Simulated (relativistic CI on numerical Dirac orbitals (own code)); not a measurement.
# What each ingredient does to the levels of K⁶⁺

Base calculation: Dirac-Coulomb-Breit CI, orbitals from a KLI potential per configuration, model QED (radiative potential, 1s self-energy scaled to tabulated hydrogen-like ionisation energies), unscaled Slater integrals.

Configurations in the expansion (outside the closed core [Ne]): 3s2 3p, 3s 3p2, 3s2 3d, 3p3, 3s 3p 3d, 3p2 3d, 3s2 4s, 3s 3d2, 3s2 4p, 3s2 4d, 3s2 4f, 3s 3p 4s, 3s2 5s, 3s 3p 4p, 3s2 5p, 3p 3d2, 3d3, 3d2 4s, 3d2 4p, 3d2 4d. Double excitations out of closed p, d and f shells are left out; levels of such configurations are missing from the list, as are those of other unlisted configurations, and high levels can miss mixing partners. These lack a partner that the ground configuration has and come out too high: 3s2 4f, 3s2 5s, 3s2 5p.

Variants: (1) Breit term removed. Shifts of the energy above 3s2 3p 2P°_1/2, in cm⁻¹, for the lowest level and the first level of each name with at least 55 % of one term (blank where a level changes its place among those of its configuration and J or its character, or is not in the variant):

| Level | Base | Δ(1) | Measured |
| --- | --- | --- | --- |
| 3s2 3p 2P°_1/2 | 0.0 | 0.0 | 0.0 |
| 3s2 3p 2P°_3/2 | 3085.5 | +124.2 | 3134.3 |
| 3s 3p2 4P_1/2 | 112263.6 | -14.9 | 114889.0 |
| 3s 3p2 4P_3/2 | 113387.4 | +31.0 | 116027.0 |
| 3s 3p2 4P_5/2 | 115106.7 | +117.1 | 117764.0 |
| 3s 3p2 2D_3/2 | 152071.7 | +94.6 | 151883.9 |
| 3s 3p2 2D_5/2 | 152243.8 | +122.1 | 152051.7 |
| 3s 3p2 2S_1/2 | 196971.1 | +64.3 | 193084.5 |
| 3s 3p2 2P_1/2 | 210987.0 | +44.9 | 206502.9 |
| 3s 3p2 2P_3/2 | 212901.6 | +122.1 | 208432.5 |
| 3s2 3d 2D_3/2 | 257830.6 | +236.7 | 250664.0 |
| 3s2 3d 2D_5/2 | 257910.7 | +276.6 | 250787.0 |
| 3p3 2D°_3/2 | 296575.4 | +121.1 | 297788.0 |
| 3p3 2D°_5/2 | 296875.3 | +151.2 | 298098.0 |

At this charge configurations can still be misplaced by up to about 7 % of their energy. 66 of the 69 excited levels that our extract of the measured tables holds in this range could be paired (the sources list more); they are missed by 5706 cm⁻¹ on average and 20443 at most, and levels without a partner can miss by more.

Measured levels: Sansonetti, J. Phys. Chem. Ref. Data 37, 7 (2008).

Ionisation energy from the two ground configurations alone: base 116.955 eV; Breit term removed 116.991 eV. The NIST ASD value (measured) is 117.56 eV.
